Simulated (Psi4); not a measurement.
sulfolane (C₄H₈O₂S), singlet, geometry from GFN2-xTB; Psi4 1.11 with CCSD(T)/STO-3G.

Psi4 was given this input:
```
memory 2 GB

molecule mol {
0 1
O     1.599527    0.875451   -0.676870
S     0.602141    0.398753    0.241387
O     0.786503    0.704641    1.633386
C    -1.066395    0.927887   -0.299577
C    -1.607022   -0.314401   -0.972772
C    -1.150763   -1.511876   -0.132773
C     0.351035   -1.401616    0.012803
H    -1.617656    1.197006    0.596054
H    -0.960681    1.781152   -0.959337
H    -2.694366   -0.288813   -1.053931
H    -1.188259   -0.397225   -1.977514
H    -1.442733   -2.450882   -0.604557
H    -1.618134   -1.461242    0.852482
H     0.753413   -1.918410    0.876248
H     0.884786   -1.682331   -0.889848
}

set {
  basis sto-3g
  reference rhf
  freeze_core true
  mp2_type conv
  scf_type pk
  puream true
  d_convergence 1e-8
}

energy('ccsd(t)')
print_variables()
```

It wrote (shortened):

```
   => Loading Basis Set <=

    Name: STO-3G
    Role: ORBITAL
    Keyword: BASIS

         ---------------------------------------------------------
                                   SCF
               by Justin Turney, Rob Parrish, Andy Simmonett
                          and Daniel G. A. Smith
                              RHF Reference
         ---------------------------------------------------------

  ==> Geometry <==

    Molecular point group: c1
    Full point group: C1

    Geometry (in Angstrom), charge = 0, multiplicity = 1:

       Center              X                  Y                   Z               Mass
    ------------   -----------------  -----------------  -----------------  -----------------
         O            1.534598745049     0.832453725266    -0.702898626022    15.994914619570
         S            0.537212745049     0.355755725266     0.215358373978    31.972071174400
         O            0.721574745049     0.661643725266     1.607357373978    15.994914619570
         C           -1.131323254951     0.884889725266    -0.325605626022    12.000000000000
         C           -1.671950254951    -0.357398274734    -0.998800626022    12.000000000000
         C           -1.215691254951    -1.554873274734    -0.158801626022    12.000000000000
         C            0.286106745049    -1.444613274734    -0.013225626022    12.000000000000
         H           -1.682584254951     1.154008725266     0.570025373978     1.007825032230
         H           -1.025609254951     1.738154725266    -0.985365626022     1.007825032230
         H           -2.759294254951    -0.331810274734    -1.079959626022     1.007825032230
         H           -1.253187254951    -0.440222274734    -2.003542626022     1.007825032230
         H           -1.507661254951    -2.493879274734    -0.630585626022     1.007825032230
         H           -1.683062254951    -1.504239274734     0.826453373978     1.007825032230
         H            0.688484745049    -1.961407274734     0.850219373978     1.007825032230
         H            0.819857745049    -1.725328274734    -0.915876626022     1.007825032230

  Running in c1 symmetry.

  Rotational constants: A =      0.12584  B =      0.06872  C =      0.06320 [cm^-1]
  Rotational constants: A =   3772.67438  B =   2060.32058  C =   1894.60684 [MHz]
  Nuclear repulsion =  431.159838104737275

  Charge       = 0
  Multiplicity = 1
  Electrons    = 64
  Nalpha       = 32
  Nbeta        = 32

  ==> Algorithm <==

  SCF Algorithm Type is PK.
  DIIS enabled.
  MOM disabled.
  Fractional occupation disabled.
  Guess Type is SAD.
  Energy threshold   = 1.00e-08
  Density threshold  = 1.00e-08
  Integral threshold = 1.00e-12

  ==> Primary Basis <==

  Basis Set: STO-3G
    Blend: STO-3G
    Number of shells: 31
    Number of basis functions: 47
    Number of Cartesian functions: 47
    Spherical Harmonics?: true
    Max angular momentum: 1

  ==> Integral Setup <==

  Using in-core PK algorithm.
   Calculation information:
      Number of atoms:                  15
      Number of AO shells:              31
      Number of primitives:             93
      Number of atomic orbitals:        47
      Number of basis functions:        47

      Integral cutoff                 1.00e-12
      Number of threads:                 1

  Performing in-core PK
  Using 1273512 doubles for integral storage.
  We computed 111751 shell quartets total.
  Whereas there are 123256 unique shell quartets.

  ==> DiskJK: Disk-Based J/K Matrices <==

    J tasked:                  Yes
    K tasked:                  Yes
    wK tasked:                  No
    Schwarz Cutoff:          1E-12

  Minimum eigenvalue in the overlap matrix is 2.0082858629E-01.
  Reciprocal condition number of the overlap matrix is 7.6811627200E-02.
    Using symmetric orthogonalization.

  ==> Pre-Iterations <==

  SCF Guess: Superposition of Atomic Densities via on-the-fly atomic UHF (no occupation information).

[...]
  @RHF Final Energy:  -694.78483732709742
    Total Energy =                       -694.7848373270974207
[...]
     6        -0.403480435294427    7.252e-04    0.019731    0.095630    0.095630    0.166984
     7        -0.403465706946036    2.210e-04    0.019743    0.095675    0.095675    0.166991
     8        -0.403464859250975    9.646e-05    0.019745    0.095690    0.095690    0.166987
     9        -0.403466716396066    3.448e-05    0.019746    0.095700    0.095700    0.166986
    10        -0.403467030694177    1.533e-05    0.019746    0.095704    0.095704    0.166985
    11        -0.403467681100176    7.888e-06    0.019746    0.095706    0.095706    0.166984
    12        -0.403467309233488    2.581e-06    0.019746    0.095708    0.095708    0.166984
    13        -0.403467287122844    1.069e-06    0.019746    0.095708    0.095708    0.166983
    14        -0.403467263554852    3.980e-07    0.019746    0.095708    0.095708    0.166983
    15        -0.403467250542169    1.822e-07    0.019746    0.095709    0.095709    0.166983
    16        -0.403467256604482    6.709e-08    0.019746    0.095709    0.095709    0.166983

    Iterations converged.

    Largest TIA Amplitudes:
             20   1        -0.0895958284
             18   0         0.0525233712
             18   3        -0.0330707110
             10   1        -0.0255164640
             18   8        -0.0253534395
             19   6        -0.0221585055
             19   2        -0.0198859548
             12   0        -0.0181038936
             19   5        -0.0176763804
             19  14        -0.0162827924

    Largest TIjAb Amplitudes:
     20  20   1   1        -0.0607535142
     20  20   0   0        -0.0605341101
     18  20   0   1         0.0540380709
     20  18   1   0         0.0540380709
     18  18   0   0        -0.0447904367
     17  17   1   1        -0.0419131327
     19  19   3   3        -0.0407441071
     17  19   1   3         0.0353099496
     19  17   3   1         0.0353099496
     18  20   1   0         0.0328067680

    SCF energy       (wfn)                    = -694.784837327097421
    Reference energy (file100)                = -694.784837327096966

    Opposite-spin MP2 correlation energy      =   -0.269360429665740
    Same-spin MP2 correlation energy          =   -0.053896405364438
    Singles MP2 correlation energy            =   -0.000000000000000
    MP2 correlation energy                    =   -0.323256835030178
      * MP2 total energy                      = -695.108094162127145

    Opposite-spin CCSD correlation energy     =   -0.351960258937732
    Same-spin CCSD correlation energy         =   -0.051506997666750
    Singles CCSD correlation energy           =    0.000000000000000
    CCSD correlation energy                   =   -0.403467256604482
      * CCSD total energy                     = -695.188304583701438

            **************************
            *                        *
            *        CCTRIPLES       *
            *                        *
            **************************

    Wave function   =    CCSD_T
    Reference wfn   =      RHF

    Nuclear Rep. energy (wfn)                =  431.159838104737275
    SCF energy          (wfn)                = -694.784837327097421
    Reference energy    (file100)            = -694.784837327096966
    CCSD energy         (file100)            =   -0.403467256604482
    Total CCSD energy   (file100)            = -695.188304583701438

    Number of ijk index combinations:             1771
    Approx. words needed per explicit thread:           13500
    Number of threads for explicit ijk threading:    1

    MKL num_threads set to 1 for explicit threading.

    (T) energy                                =   -0.014542904189743
      * CCSD(T) total energy                  = -695.202847487891177

  Variable Map:
  ----------------------------------------------------------------------------
[...]
  Array Variable Map:
  ----------------------------------------------------------------------------
[...]
[...]
```
